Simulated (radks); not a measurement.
The gallium ion Ga2+ inside a hard spherical wall (all orbitals vanish at R), configuration held at [Ar] 3d10 4s1 and not refilled when levels cross. Calculated with a radial shooting solver on a logarithmic mesh with Libxc functionals: scalar-relativistic Kohn-Sham, LDA (Slater exchange, VWN5 correlation), spin-polarised, spherical densities, point nucleus; open shells are filled with parallel spins first. Eigenvalues in eV for spin up, with the zero of energy where the potential of the charges vanishes at infinity; a dash marks a level that is unbound or too diffuse for the functional's potential to be trusted. A positive occupied level is held by the wall or, in an anion where self-interaction has pushed it up, behind a barrier. The pressure on the wall is -dE/dV.

R (bohr)  E (hartree)  kinetic (hartree)    e(3s)    e(3p)    e(3d)    e(4s)  e(4p, empty)  e(5s, empty)  pressure (GPa)
free      -1940.14066           1972.393  -167.91  -119.14  -39.815  -27.027       -18.540        -9.082               0
15        -1940.14066           1972.393  -167.91  -119.14  -39.815  -27.027       -18.540        -9.082        < 0.0001
12        -1940.14066           1972.393  -167.91  -119.14  -39.815  -27.027       -18.540        -9.075        < 0.0001
10        -1940.14066           1972.393  -167.91  -119.14  -39.815  -27.027       -18.540        -9.016        < 0.0001
8         -1940.14066           1972.393  -167.90  -119.14  -39.815  -27.027       -18.537        -8.593        0.000373
6         -1940.14019           1972.399  -167.88  -119.12  -39.794  -27.001       -18.440        -5.918          0.0693
5         -1940.13639           1972.434  -167.77  -119.00  -39.684  -26.834       -18.010        -1.029           0.858
3         -1939.87361           1973.814  -164.60  -115.88  -36.620  -19.511        -6.972        52.788             146
2.5       -1939.34795           1976.099  -160.51  -111.86  -32.457   -8.047         7.490        104.46             673
2         -1937.48878           1983.527  -150.36  -101.76  -21.334   24.717        45.229        218.82            4030
1.5       -1928.98658           2014.861  -120.33  -70.586   14.258   136.52        162.92        522.04           37100
